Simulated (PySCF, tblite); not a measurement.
Compound: C5H10F2O2Si.
Structure used (GFN2-xTB), in Å, numbered top down from 1:
```xyz
20
C5H10F2O2Si angstrom
F      3.4441   -1.2835    0.9395
C      3.0937   -0.6398   -0.1800
F      4.2251   -0.5346   -0.9234
O      2.6108    0.5820    0.1499
C      1.7308    1.1352   -0.8071
O      0.6065    0.3747   -0.9743
Si    -0.4227   -0.0948    0.2210
C     -1.8495   -1.0982   -0.5244
C     -2.8626   -0.2103    0.2233
C     -1.9528    0.9741    0.6089
H      2.3806   -1.2672   -0.7432
H      1.4979    2.1297   -0.4129
H      2.2336    1.2240   -1.7805
H      0.2875   -0.6339    1.3771
H     -1.9488   -1.0032   -1.6030
H     -1.9279   -2.1519   -0.2761
H     -3.2207   -0.7183    1.1163
H     -3.7247    0.0748   -0.3765
H     -2.1134    1.3359    1.6204
H     -2.0928    1.8160   -0.0677
```

Jobs on this species (20 atoms, 88 electrons) with PySCF (density fitting) and tblite. Hardware of each: Intel Xeon Platinum 8259CL at 2.50 GHz, one thread, no GPU (shared host). Other jobs ran on the host; a repeat could differ by tens of per cent or more.

```
level and settings                                                             work  basis functions  SCF cycles  wall time
          GFN2-xTB                                                L-BFGS relaxation                –           –          ?
     PBE0/pcSseg-1  shieldings, ring-centre shieldings, charges and field gradients              227          14       69 s
          GFN2-xTB                                    Hessian by finite differences                –           –      1.6 s
```

Question: Fill in the missing figures.

Answer: 
- GFN2-xTB; L-BFGS relaxation: 4.3 s

Question: What do all jobs in the table cost together?

Answer: About 75 s; the longest takes about 92 % of that, and about 43 times as long as the shortest.
